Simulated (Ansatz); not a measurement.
Si(eta1-allyl)Me3 (C6H14Si), relaxed as a singlet with RKS PBE-D4/def2-SVP in Ansatz, starting from the GFN2-xTB geometry. Force threshold 0.02 eV/Å.

Start:

```xyz
21

Si   -0.1718   -0.6180   -0.3394
C     0.9661    0.1237    1.0257
C     1.1111    1.5945    0.8752
C     0.5011    2.4922    1.6285
H     1.9477   -0.3475    0.9650
H     0.5498   -0.1064    2.0065
H     1.7485    1.9177    0.0619
H    -0.1412    2.2015    2.4442
H     0.6174    3.5507    1.4686
C    -0.4013   -2.4797    0.0127
H     0.5475   -3.0073    0.0059
H    -1.0373   -2.9416   -0.7358
H    -0.8628   -2.6478    0.9808
C     0.6465   -0.3838   -2.0481
H     0.0341   -0.8062   -2.8390
H     1.6174   -0.8685   -2.0941
H     0.7929    0.6676   -2.2753
C    -1.8560    0.2745   -0.2942
H    -1.7338    1.3419   -0.4492
H    -2.3499    0.1398    0.6635
H    -2.5260   -0.0971   -1.0633
```

```json
{"step": "1", "energy (eV)": "-14308.5041", "largest force component (eV/Å)": "0.931", "SCF passes": "20"}
{"step": "2", "energy (eV)": "-14308.6668", "largest force component (eV/Å)": "0.320", "SCF passes": "21"}
{"step": "3", "energy (eV)": "-14308.6802", "largest force component (eV/Å)": "0.079", "SCF passes": "21"}
{"step": "4", "energy (eV)": "-14308.6809", "largest force component (eV/Å)": "0.076", "SCF passes": "20"}
{"step": "5", "energy (eV)": "-14308.6824", "largest force component (eV/Å)": "0.035", "SCF passes": "21"}
{"step": "6 (rejected)", "energy (eV)": "-14308.6823", "largest force component (eV/Å)": "0.043", "SCF passes": "20"}
{"step": "7", "energy (eV)": "-14308.6830", "largest force component (eV/Å)": "0.006", "SCF passes": "21"}
{"step": "8", "energy (eV)": "-14308.6842", "largest force component (eV/Å)": "0.049", "SCF passes": "20"}
{"step": "9", "energy (eV)": "-14308.6848", "largest force component (eV/Å)": "0.048", "SCF passes": "20"}
{"step": "10", "energy (eV)": "-14308.6851", "largest force component (eV/Å)": "0.026", "SCF passes": "21"}
{"step": "11 (rejected)", "energy (eV)": "-14308.6850", "largest force component (eV/Å)": "0.025", "SCF passes": "21"}
{"step": "12", "energy (eV)": "-14308.6851", "largest force component (eV/Å)": "0.008", "SCF passes": "22"}
```

Force components are those of the run's own axes.

End:

```tsv
atom	x (Å)	y (Å)	z (Å)
Si1	-0.196	-0.633	-0.315
C2	0.900	0.094	1.083
C3	1.185	1.548	0.878
C4	0.566	2.574	1.494
H5	1.841	-0.499	1.110
H6	0.371	-0.081	2.045
H7	1.946	1.786	0.111
H8	-0.202	2.403	2.268
H9	0.809	3.620	1.253
C10	-0.363	-2.500	-0.043
H11	0.625	-3.002	-0.081
H12	-1.006	-2.960	-0.822
H13	-0.819	-2.722	0.944
C14	0.617	-0.294	-1.991
H15	0.014	-0.721	-2.819
H16	1.631	-0.743	-2.047
H17	0.716	0.796	-2.174
C18	-1.892	0.200	-0.237
H19	-1.786	1.303	-0.295
H20	-2.413	-0.041	0.713
H21	-2.543	-0.129	-1.074
```

By distances, no bond broke or formed. The bond that changes most is C3–C4, from 1.32 to 1.35 Å (atoms count from 1).

The force fell under the threshold at step 7, but the optimiser went on and released 0.002 eV more. No frequencies were taken in this run, so the end may be a saddle point.

It took 21 s on 2 threads of AMD EPYC 7R13 on a shared host and a share (18 GiB) of an NVIDIA H100 80GB HBM3, peak host memory 0.86 GiB.
